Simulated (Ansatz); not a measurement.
`C[SiH2][SiH2]Cl` + `O[SiH](F)[NH][GeH3]` → `Cl[SiH2][NH][GeH3]` + `C[SiH2][SiH](O)F`  (redistribution)

Gas-phase electronic energies from Ansatz, PBE0-D4/def2-TZVP geometries. CBS: MP2 limit from def2 TZ/QZ plus the TZ coupled-cluster correction, frozen cores. This one scheme is used for every species. DFT in def2-TZVPP. For Ge outer-core shells are correlated without core-valence functions, which leaves a few kJ/mol of doubt a bond. Scalar relativity is left out up to krypton. Each species was taken in one conformer, which may not be the lowest.

`C[SiH2][SiH2]Cl`:

Z-matrix (Å, degrees):
```
C
Si 1 1.873
H 1 1.092 2 110.9
H 1 1.092 2 110.3 3 -119.8
H 1 1.092 2 110.7 3 120.2
Si 2 2.339 1 110.4 3 62.3
H 2 1.491 1 111.2 3 -57.9
H 2 1.489 1 110.9 3 -178.1
Cl 6 2.071 2 107.9 1 53.6
H 6 1.485 2 113.2 1 172.5
H 6 1.487 2 112.4 1 -64.1
```

`O[SiH](F)[NH][GeH3]`:

Z-matrix (Å, degrees):
```
Si
F 1 1.597
N 1 1.698 2 106.8
O 1 1.631 2 112.3 3 120.6
H 1 1.473 2 106.5 3 -125.2
Ge 3 1.845 1 127.1 2 155.9
H 3 1.009 1 117.9 2 -32.2
H 4 0.959 1 118.1 2 -65.4
H 6 1.539 3 109.8 1 -70.6
H 6 1.537 3 110.1 1 49.7
H 6 1.535 3 106.5 1 170.0
```

`Cl[SiH2][NH][GeH3]`:

```xyz
10

Cl   -0.313    2.185   -1.824
Si    0.615    0.392   -1.364
N     0.648    0.040    0.299
Ge   -0.762   -0.603    1.305
H    -0.170   -0.653   -2.056
H     1.998    0.510   -1.879
H     1.383    0.476    0.838
H    -1.734   -1.241    0.305
H    -1.448    0.536    2.080
H    -0.216   -1.643    2.296
```

`C[SiH2][SiH](O)F`:

Cartesian coordinates in Å:
```
C 0.735 -1.760 -0.177
Si -0.165 -0.561 0.949
Si -0.730 1.395 -0.203
O 0.652 1.946 -0.892
F -1.801 1.051 -1.350
H 0.099 -2.050 -1.015
H 1.021 -2.663 0.366
H 1.638 -1.297 -0.579
H 0.686 -0.179 2.112
H -1.414 -1.168 1.488
H -1.370 2.472 0.603
H 0.649 2.813 -1.303
```

| level | ΔE (kJ/mol) |
| --- | --- |
| r2SCANh-D4 | 24.7 |
| r2SCANh | 24.5 |

Problem. What does CCSD(T)/CBS give? (Best estimate.)

Solution. The calculation gave: +22.4 kJ/mol. The listed levels differ from it by 2.3, 2.1 kJ/mol.

Largest T1 diagnostic among the species: 0.012.

Leaving LDA and LC-ωPBE aside and taking each functional with its dispersion term where it has one, the values, not all of them listed here, spread over 7.3 kJ/mol, from BLYP-D4 to r2SCAN0-D4. LDA lies +3.4 kJ/mol from PBE without D4. From BLYP to BHLYP (50 % exact exchange), in def2-TZVPP and without D4, ΔE moves by +5.4 kJ/mol.
